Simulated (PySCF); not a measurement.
Si(CCH)2(Cl)(H) (C₄H₃ClSi), SMILES C#C[SiH](Cl)C#C. Geometry: PBE-D3(BJ)/def2-SVP.

The numbers are results of PBE-D3(BJ)/def2-SVP (PySCF), not measurements.

Harmonic wavenumbers (cm⁻¹): 89, 120, 126, 226, 300, 339, 388, 519, 627, 670, 702, 703, 709, 709, 785, 788, 2091, 2091, 2207, 3389, 3390. Rotational constants (GHz): 2.200, 2.047, 1.155; symmetry number 1.

Work out the zero-point energy and the ideal-gas rigid-rotor harmonic-oscillator thermochemistry at 298.15 K and 1 atm.

ZPE = ½ Σ hcν = ½ × 20969 cm⁻¹ = 125.42 kJ/mol. H − E(el) = 148.11 kJ/mol. Entropy in J/(mol K): translation 167.88, rotation 119.31, vibration 76.75, total 363.94. G − E(el) = 39.60 kJ/mol. Cp = 117.34 J/(mol K). Modes under 150 cm⁻¹ make the vibrational entropy uncertain.
